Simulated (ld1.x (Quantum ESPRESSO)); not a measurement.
# Building the RRKJ potential for Zn (Z = 30) (Wu–Cohen, non-relativistic).

ld1.x (Quantum ESPRESSO) 7.5 was run on this input:

```
&input
   title='Zn', zed=30., rel=0, dft='WC', iswitch=3,
   config='[Ar] 3d10 4s1.5 4p0',
   nld=3, rlderiv=1.20, eminld=-12.0, emaxld=5.0, deld=0.04
 /
 &inputp
   pseudotype=2, tm=.false., rho0=0.001, lloc=2,
   nlcc=.false.,
   file_pseudopw='Zn.UPF', file_wfcaegen='ae.wfc', file_wfcncgen='nc.wfc', file_beta='beta', file_chi='chi'
 /
3
3S  1  0   2.00   0.00  0.80  0.80  0.0
3P  2  1   6.00   0.00  1.10  1.10  0.0
3D  3  2  10.00   0.00  0.80  0.80  0.0
 &test
   configts(1)='3s2 3p6 3d10 4s1.5 4p0'
 /
```

Command:

```bash
ld1.x < Zn.in > Zn.out
```

Resulting log (shortened: banner, matrices, multipoles, cross overlaps and the repeated all-electron block are left out):

```
Program LD1 v.7.5
     --------------------------- All-electron run ----------------------------

     Zn

     atomic number is 30.00
     dft =WC   lsd =0 sic =0 latt =0  beta=0.20 tr2=1.0E-14
     Exchange-correlation= WC
                           (   1   4  11   4   0   0   0)
     mesh =1201 r(mesh) =  99.36527 a.u. xmin = -7.00 dx = 0.01250
     1 Ry =  13.60569312 eV

     n l     nl                  e(Ry)          e(Ha)          e(eV)
     1 0     1S 1( 2.00)      -691.4271      -345.7136     -9407.3451
     2 0     2S 1( 2.00)       -83.5135       -41.7567     -1136.2586
     2 1     2P 1( 6.00)       -73.6771       -36.8385     -1002.4278
     3 0     3S 1( 2.00)        -9.5096        -4.7548      -129.3850
     3 1     3P 1( 6.00)        -6.3858        -3.1929       -86.8832
     3 2     3D 1(10.00)        -1.1149        -0.5575       -15.1693
     4 0     4S 1( 1.50)        -0.7097        -0.3549        -9.6560
     4 1     4P 1( 0.00)        -0.3091        -0.1545        -4.2054

     final scf error:  8.7E-15 reached in  24 iterations

     Etot =   -3557.188680 Ry,   -1778.594340 Ha,  -48398.017554 eV

     Ekin =    3554.708537 Ry,    1777.354268 Ha,   48364.273490 eV
     Encl =   -8510.116720 Ry,   -4255.058360 Ha, -115786.036530 eV
     Eh   =    1538.742197 Ry,     769.371099 Ha,   20935.654132 eV
     Exc  =    -140.522694 Ry,     -70.261347 Ha,   -1911.908647 eV

     normalization and overlap integrals

     s(1S/1S) =  1.000000  <r> =   0.0511  <r2> =    0.0035  r(max) =   0.0338
     s(2S/2S) =  1.000000  <r> =   0.2299  <r2> =    0.0623  r(max) =   0.1918
     s(2P/2P) =  1.000000  <r> =   0.1997  <r2> =    0.0489  r(max) =   0.1532
     s(3S/3S) =  1.000000  <r> =   0.6921  <r2> =    0.5538  r(max) =   0.5983
     s(3P/3P) =  1.000000  <r> =   0.7184  <r2> =    0.6101  r(max) =   0.5983
     s(3D/3D) =  1.000000  <r> =   0.8991  <r2> =    1.0893  r(max) =   0.5620
     s(4S/4S) =  1.000000  <r> =   2.5358  <r2> =    7.4625  r(max) =   2.0623
     s(4P/4P) =  1.000000  <r> =   3.5184  <r2> =   14.6949  r(max) =   2.7150

     ------------------------ End of All-electron run ------------------------

     --------------------- Generating NC pseudopotential ---------------------

      Generating local pot.: lloc=2, matching radius rcloc =   0.8000

      Wfc   3S  rcut= 0.798  Estimated cut-off energy=       77.24 Ry
      Using 4 Bessel functions for this wfc, rho(0) = 0.001
      This function has    0 nodes for 0 < r <    0.798

      Wfc   3P  rcut= 1.104  Estimated cut-off energy=      149.44 Ry
      This function has    0 nodes for 0 < r <    1.104

     ------------------- End of pseudopotential generation -------------------

     Computing logarithmic derivative in   1.19730
     Computing logarithmic derivative in   1.19730
     Computing the partial wave expansion
     R is outside the sphere for l=    0 j= 0.00
     R is outside the sphere for l=    1 j= 0.00
       no projector for channel:   2

     ---------------------- Testing the pseudopotential ----------------------

     Zn

     atomic number is 30.00   valence charge is 20.00
     dft =WC   lsd =0 sic =0 latt =0  beta=0.20 tr2=1.0E-14
     mesh =1201 r(mesh) =  99.36527 xmin = -7.00 dx = 0.01250

     n l     nl             e AE (Ry)        e PS (Ry)    De AE-PS (Ry)
     1 0     3S   1( 2.00)       -9.50962       -9.50962       -0.00000
     2 1     3P   1( 6.00)       -6.38580       -6.38580       -0.00000
     3 2     3D   1(10.00)       -1.11493       -1.11493       -0.00000
     2 0     4S   1( 1.50)       -0.70970       -0.72310        0.01340  !
     3 1     4P   1( 0.00)       -0.30909       -0.30900       -0.00009

     eps = 6.3E-15  iter = 32

     Etot =   -3557.188680 Ry,   -1778.594340 Ha,  -48398.017554 eV
     Etotps =  -450.530109 Ry,    -225.265055 Ha,   -6129.774411 eV

     Ekin =     285.345427 Ry,     142.672714 Ha,    3882.322318 eV
     Encl =   -1147.740018 Ry,    -573.870009 Ha,  -15615.798474 eV
     Ehrt =     393.683969 Ry,     196.841985 Ha,    5356.343270 eV
     Ecxc =     -41.133610 Ry,     -20.566805 Ha,    -559.651275 eV
     Epseu=      59.314123 Ry,      29.657061 Ha,     807.009750 eV

     ---------------------- End of pseudopotential test ----------------------
```

Generation and configuration tests took about 1.2 s on one core of a shared server CPU.
